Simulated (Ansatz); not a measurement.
`[GeH3][TeH]` → H₂Te + `[GeH2]` at 500 K and 1 bar (germylene loss).

Calculated with Ansatz (gas phase, PBE0-D4/def2-TZVP geometries, no zero-point term in ΔE). CBS: MP2 limit from def2 TZ/QZ plus the TZ coupled-cluster correction, frozen cores. Elements past krypton have def2 core potentials. For Ge, Te outer-core shells are correlated without core-valence functions, which leaves a few kJ/mol of doubt a bond. Scalar relativity is left out up to krypton.

| species | CCSD(T)/CBS energy (Eh) | H − E (kJ/mol) | S (J/(mol·K)) |
| --- | --- | --- | --- |
| `[GeH3][TeH]` | -2346.24724 | 110.0 | 352.4 |
| H₂Te | -268.91024 | 48.9 | 247.6 |
| `[GeH2]` | -2077.24753 | 46.3 | 239.7 |

H − E and S are ideal-gas, rigid-rotor, harmonic terms from PBE0-D4/def2-TZVP. 1 Eh = 2625.50 kJ/mol, R = 8.31446 J/(mol·K).

By hand: ΔE, ΔH, ΔS and ΔG.

ΔE = (-268.91024) + (-2077.24753) − (-2346.24724) = 0.08947 Eh = 234.9 kJ/mol. Δ(H − E) = 48.9 + 46.3 − 110.0 = -14.8, so ΔH = 220.1 kJ/mol. ΔS = 247.6 + 239.7 − 352.4 = 134.9 J/(mol·K). ΔG = 220.1 − 500 × (134.9)/1000 = 152.6 kJ/mol.

By hand: the equilibrium constant, and the temperature at which ΔG would vanish if ΔH and ΔS stayed fixed.

log₁₀ K = −ΔG/(RT ln 10) = -15.9. ΔG = 0 at ΔH/ΔS = 1632 K.

The number of gas molecules changes by +1, which sets the sign of ΔS. A doubt of 5 kJ/mol in ΔE shifts log₁₀ K by 0.5 here. These are equilibria of isolated gas molecules and say nothing of rates. Largest T1 diagnostic: 0.012 (customary marks: 0.02 for closed shells, 0.045 for open ones).
